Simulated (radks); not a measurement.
The mean radii <r> (bohr) of the occupied orbitals of an atom or ion are listed with their occupations. Method: non-relativistic Kohn-Sham, exchange-only PBE, spin-polarised, spherical densities, point nucleus; computed with a radial shooting solver on a logarithmic mesh with Libxc functionals.

orbital  occ.      <r>
1s up       1  0.07359
1s down     1  0.07359
2s up       1   0.3457
2s down     1   0.3455
2p up       3   0.3080
2p down     3   0.3078
3s up       1    1.017
3p up       3    1.061
3p down     2    1.069
4s up       1    2.410

Name the element and its charge. Open shells, if any, are filled with parallel spins first.

Answer. Z = 21, scandium, charge +4: Sc4+ in [Ne] 3s1 3p5 4s1. The 1s radius gives Z: for a bare nucleus <r> = 1.5/Z, 0.07143 bohr for Z = 21, and screening makes it slightly larger (0.07359 here). The occupations add up to 17, and the charge is Z minus that.
